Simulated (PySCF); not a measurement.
B(Cl)(F)(GeH3), H3BClFGe, SMILES F[B](Cl)[GeH3], CAM-B3LYP/def2-SVP optimised geometry.

```
7

B      0.87    -0.36     0.00
Cl     1.77     0.41    -1.29
F      1.56    -0.93     0.96
Ge    -1.21    -0.36     0.00
H     -1.77    -1.09     1.22
H     -1.72     1.09     0.00
H     -1.72    -1.04    -1.28
```

Density from CAM-B3LYP/def2-TZVP (PySCF 2.14.0) at that geometry.

Minimum of the electron density along straight lines between bonded atoms, close to the bond critical point (lines longer than 1.1 times the sum of covalent radii, or with two minima, are not listed):

```
bond    length / Å  ρ at the minimum / e bohr⁻³  ∇²ρ there / e bohr⁻⁵  position (fraction from the first atom)
------  ----------  ---------------------------  --------------------  ---------------------------------------
B1–Cl2       1.755                        0.153                 -0.06                                     0.30
B1–F3        1.314                          ___                  1.29                                     0.34
B1–Ge4       2.073                          ___                   ___                                     0.52
Ge4–H5       1.535                        0.133                  0.06                                     0.59
Ge4–H6       1.536                        0.133                  0.06                                     0.59
Ge4–H7       1.536                        0.133                  0.06                                     0.59
```

Fill in the missing entries.


- B1–F3, ρ at the minimum / e bohr⁻³: 0.210
- B1–Ge4, ρ at the minimum / e bohr⁻³: 0.115
- B1–Ge4, ∇²ρ there / e bohr⁻⁵: -0.10
